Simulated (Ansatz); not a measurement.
Consider the isomerisation: `F[C@@H]1[O][Ge@H]1[SiH3]` → `O=[C]([SiH3])[GeH2][F]`.

Program: Ansatz. Geometries: PBE0-D4/def2-TZVP. ΔE: electronic, gas phase. CBS: MP2 limit from def2 TZ/QZ plus the TZ coupled-cluster correction, frozen cores. DFT in def2-TZVPP. For Ge outer-core shells are correlated without core-valence functions, which leaves a few kJ/mol of doubt a bond. Scalar relativity is left out up to krypton. One conformer a species, not always the lowest.

```json
{"level": "r2SCAN-D4", "ΔE (kJ/mol)": "-83.2"}
{"level": "HF/def2-QZVPP", "ΔE (kJ/mol)": "-151.3"}
```

(1) What does CCSD(T)/CBS give? (Best estimate.)

Largest T1 diagnostic among the species: 0.016.

Answers

(1) The calculation gave: -95.4 kJ/mol. The listed levels differ from it by 12.2, -55.9 kJ/mol.

From PBE to PBE0 (25 % exact exchange), in def2-TZVPP and without D4, ΔE moves by −5.5 kJ/mol. In def2-TZVPP, CCSD(T) changes the Hartree–Fock value by +48.2 kJ/mol (the triples alone add +7.0 kJ/mol) and MP2 by +50.7 kJ/mol.
